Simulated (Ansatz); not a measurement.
Two isomers of C2H7NSi: A = `CC(=N)[SiH3]`, B = `CC[Si]N`.

Program: Ansatz. Geometries: PBE0-D4/def2-TZVP. ΔE: electronic, gas phase. CBS: MP2 limit from def2 TZ/QZ plus the TZ coupled-cluster correction, frozen cores. Functionals use def2-TZVPP. B3LYP here is the variant with VWN-RPA as its local correlation; programs differ in this. Each species was taken in one conformer, which may not be the lowest.

(1) Which is lower in electronic energy at CCSD(T)/CBS, and by how much? (Best estimate.)

(2) Give E(B) − E(A) in kcal/mol with B3LYP, MP2/def2-TZVPP, PBE0-D4, PBE-D4, ωB97M-V, CCSD(T)/def2-SVP, B3LYP-D4. (Estimate.)

(3) Does the order hold for the free energy at 298.15 K (harmonic terms from PBE0-D4)? (Best estimate.)

Largest T1 diagnostic: 0.013.

Results:

(1) Ansatz gave: B, by 18.0 kcal/mol.

(2) Computed: B3LYP -16.3, MP2/def2-TZVPP -17.9, PBE0-D4 -18.4, PBE-D4 -17.5, ωB97M-V -19.7, CCSD(T)/def2-SVP -13.6, B3LYP-D4 -16.8. None reverses the order clearly.

(3) Ansatz gave: Yes: G(B) − G(A) = -12.9 kcal/mol, for one conformer each.

Leaving LDA and LC-ωPBE aside and taking each functional with its dispersion term where it has one, the values, not all of them listed here, spread over 3.9 kcal/mol, from ωB97M-V to BLYP-D4. LDA lies −4.1 kcal/mol from PBE without D4. From BLYP to BHLYP (50 % exact exchange), in def2-TZVPP and without D4, E(B) − E(A) moves by −1.7 kcal/mol.
